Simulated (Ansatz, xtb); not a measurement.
## C4H3Cl2FS: which of two isomers lies lower

Structure a: `FC(Cl)(Cl)CC=C=S`, a singlet. Structure b: `CC(=C=S)C(F)(Cl)Cl`, a singlet. Both are isolated molecules in the gas phase, relaxed with B3LYP/def2-SVP; each stands in its lowest conformer found.

Q: Which of the two would you expect CCSD(T)/def2-SVP + ΔMP2/def2-TZVPP electronic energies to favour?

A: Too close to call at this level: CCSD(T)/def2-SVP + ΔMP2/def2-TZVPP gives E(b) − E(a) = +0.77 kcal/mol.

The same difference at several levels:

```tsv
level	geometry	E(b) − E(a) (kcal/mol)	departure from the last row (kcal/mol)	job, with rough time for the two
GFN2-xTB	GFN2-xTB	−2.50	−3.27	optimisation, 0.26 s
HF/STO-3G	GFN2-xTB	−3.73	−4.49	single point, 0.48 s
r2SCAN-D4/def2-SVP	GFN2-xTB	−0.85	−1.62	single point, 4.3 s
B3LYP/def2-SVP	B3LYP/def2-SVP	+0.08	−0.69	optimisation, 40 s
HF/def2-SVP	B3LYP/def2-SVP	+2.74	+1.97	part of the CCSD(T) run
MP2/def2-SVP	B3LYP/def2-SVP	−1.25	−2.02	part of the CCSD(T) run
CCSD(T)/def2-SVP	B3LYP/def2-SVP	−0.23	−0.99	single point
CCSD(T)/def2-SVP + ΔMP2/def2-TZVPP	B3LYP/def2-SVP	+0.77		single point, 77 s
```

As drawn, both hold the same kinds of bond in the same numbers. Structure a has 0 methyl groups, b 1.

The largest departure from CCSD(T)/def2-SVP + ΔMP2/def2-TZVPP is that of HF/STO-3G, 4.49 kcal/mol. The last row adds to CCSD(T) the change of the MP2 difference between the two basis sets, here +0.99 kcal/mol.

With thermal terms from frequencies at re-optimised GFN2-xTB minima (ideal gas, soft modes damped towards free rotors, one conformer each, 298.15 K, 1 atm): on the last row, ΔE + ΔZPE = +0.85, ΔH = +1.09, ΔG = +0.66 kcal/mol.

The correlated steps freeze 20 core orbitals. Run with Ansatz 0.2.0, xtb 6.7.1; the last row on 4 threads of Arm Neoverse V2 on a shared host.
